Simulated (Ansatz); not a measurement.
Cartesian coordinates (Å):
SMILES: [H]/N=[SiH]\O
```xyz
6

N     -1.1064    -0.4609     0.6809
Si    -0.2108     0.4350    -0.2908
O      1.2171     0.2465    -1.0973
H     -0.9019    -1.4095     0.9887
H     -0.6650     1.7969    -0.6324
H      1.6669    -0.6081    -0.9862
```
Charge 0, spin multiplicity 1.

These are frozen-core CCSD(T)/cc-pVQZ // PBE-D3(BJ)/def2-TZVP (Ansatz, an electronic-structure program) values and carry that method's errors.

```
Property                        Value
----------------------  -------------
HF energy               -420.08681 Ha
MP2 correlation energy    -0.61601 Ha
```

Q: Estimate the CCSD correlation energy, the (T) correction, the total energy and the T1 diagnostic.

A: 
The CCSD correlation energy is -0.62186 Ha and the (T) correction comes out as -0.02804 Ha. The CCSD(T) total energy is -420.73670 Ha and the T1 diagnostic is 0.016.
